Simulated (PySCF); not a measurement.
**Dipole moment and polarisability of `CC#CP(C)C1CC1`**

C7H11P.
Geometry (GFN2-xTB, Å), atoms numbered from 1 in this order:
```xyz
19
C7H11P angstrom
C      3.074   -1.229    0.395
C      1.960   -0.476   -0.139
C      1.010    0.156   -0.526
P     -0.297    1.045   -1.315
C     -0.355    2.492   -0.149
C     -1.726    0.113   -0.606
C     -1.672   -0.535    0.745
C     -1.680   -1.380   -0.489
H      3.829   -0.549    0.789
H      2.735   -1.885    1.198
H      3.522   -1.836   -0.392
H     -1.218    3.108   -0.398
H      0.547    3.086   -0.277
H     -0.431    2.158    0.884
H     -2.675    0.548   -0.910
H     -2.558   -0.509    1.363
H     -0.747   -0.475    1.301
H     -2.568   -1.946   -0.727
H     -0.758   -1.876   -0.756
```

Level: PBE0/def2-SVPD (PySCF), static field, nuclei fixed, core orbitals frozen in the response. The polarisability tensor in these axes (au):

```
x   121.81 -12.01   6.83
y   -12.01 110.77  -6.10
z     6.83  -6.10  89.35
```

Q: What are the eigenvalues, a third of the trace, and Δα (Δα² = ½Σ(αi − αj)² over the three pairs)?

A: Principal values 87.29, 103.20 and 131.45 au; mean 107.31 au = 15.90 Å³ = 17.69 × 10⁻⁴⁰ C²·m²/J; Δα = 38.74 au (36 % of the mean).

Q: What is the dipole moment, and where does it point?

A: (0.32, -0.56, 1.54) D, 1.67 D in size, pointing from the negative to the positive side. Measured along this direction, the outermost atoms are H12, P4 and H15 at the negative end and H10 at the positive end.

Q: Traceless (Buckingham) quadrupole moment about the centre of nuclear charge: eigenvalues?

A: -9.19, -1.83, 11.02 D·Å. The values depend on the origin, since the dipole doesn't vanish. The electronic extent ⟨r²⟩ about the same centre is 1370 bohr², a root-mean-square distance of 2.38 Å for the 68 electrons.

Q: How large is μ²/3kT at 500 K beside α?

A: In Gaussian units μ²/3kT = 13.50 Å³ against 15.90 Å³, a ratio of 0.85; the Debye molar polarisation (4π/3)N_A(α + μ²/3kT) is 74.2 cm³/mol, leaving out the vibrational part.

Q: Molar refractivity from α?

A: Lorentz–Lorenz: R = (4π/3)N_A α = 2.5225 cm³/(mol·Å³) × 15.90 Å³ = 40.1 cm³/mol, in the limit of long wavelengths.

One conformer (not necessarily the lowest) at the GFN2-xTB geometry, without solvent, vibrations or thermal averaging.
